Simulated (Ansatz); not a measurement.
Consider the formal exchange of groups at a C–F bond: `FC1=C[SiH2]O1` + BH₃ → `BC1=C[SiH2]O1` + H–F.

Isolated molecules relaxed with PBE0-D4/def2-TZVP in Ansatz; ΔE leaves out vibrations. CBS: MP2 limit from def2 TZ/QZ plus the TZ coupled-cluster correction, frozen cores. This one scheme is used for every species. DFT in def2-TZVPP. HSE06 is defined as in plane-wave codes.

| level | ΔE (kJ/mol) | difference from CCSD(T)/CBS |
| --- | --- | --- |
| LDA (SPW92) | -65.3 | 17.1 |
| PBE-D4 | -68.9 | 13.5 |
| revPBE-D4 | -71.0 | 11.4 |
| r2SCAN-D4 | -61.7 | 20.7 |
| HSE06-D4 | -67.1 | 15.3 |
| ωB97M-V | -63.4 | 19.0 |
| PBE-QIDH | -68.4 | 14.0 |
| PBE | -65.5 | 16.9 |
| revPBE | -63.9 | 18.5 |
| BLYP | -64.9 | 17.5 |
| MP2/def2-TZVPP | -79.6 | 2.8 |
| SCS-MP2/def2-TZVPP | -73.6 | 8.8 |
| CCSD/def2-TZVPP | -71.8 | 10.6 |
| SCS-MP2/def2-QZVPP | -78.4 | 4.0 |
| HF/CBS(def2) | -49.8 | 32.6 |
| MP2/CBS(def2) | -87.3 | -4.9 |
| CCSD(T)/CBS | -82.4 | 0 |

Task: What do rigid-rotor, harmonic-oscillator terms from PBE0-D4/def2-TZVP frequencies (298.15 K, 1 bar) make of the CCSD(T)/CBS value? (Best estimate.)

Result: Computed: ΔZPE = +2.6 kJ/mol, ΔH = -78.2 kJ/mol, ΔS = 5 J/(mol·K), ΔG = -79.6 kJ/mol.

Largest T1 diagnostic among the species: 0.014.

The D4 term adds −5.4 kJ/mol with B3LYP and −3.0 kJ/mol with PBE0; it sums over pairs of atoms, weighted by their polarisabilities, and B3LYP, whose exchange is more repulsive, gets the larger term. Leaving LDA and LC-ωPBE aside and taking each functional with its dispersion term where it has one, the values, not all of them listed here, spread over 14.0 kJ/mol, from BLYP-D4 to ωB97X-V. At CCSD(T), def2-SVP lies +27.1 kJ/mol from the extrapolated value and def2-TZVPP +7.7 kJ/mol.

B3LYP here is the variant with VWN-RPA as its local correlation; programs differ in this.
